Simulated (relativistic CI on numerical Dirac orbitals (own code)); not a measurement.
Yb⁴⁺: 5p photoemission

Computed with this model: Dirac-Coulomb-Breit CI, separate exchange-only KLI orbitals for each configuration, model QED (radiative potential, 1s self-energy scaled to tabulated hydrogen-like ionisation energies), valence Slater integrals scaled by 0.8, multiplet model of photoemission in the sudden approximation; configurations [Xe] 4f12 → [Kr] 4d10 4f12 5s2 5p5; 80 K; Lorentzian 0.6 eV and Gaussian 0.5 eV FWHM. Energies are those of the free ion, without screening or charge transfer. The energies are binding energies and can lie tens of eV above those of solids. S is read from ⟨S²⟩ = S(S + 1).

free ion: ground-state S = 0.99, centroid 80.19 eV. Peaks (eV, height): 77.3 (100), 78.7 (22), 85.4 (53).

Strongest unbroadened transitions for free ion:

```csv
Energy (eV),Relative strength
77.17,81.5
77.30,100.0
77.39,65.7
77.69,17.6
77.85,4.2
78.41,1.4
78.49,0.5
78.76,25.1
78.96,6.4
79.32,13.1
79.58,4.9
79.79,4.3
81.35,1.3
85.12,73.9
85.55,85.7
86.13,0.3
86.96,0.5
87.54,0.4
```
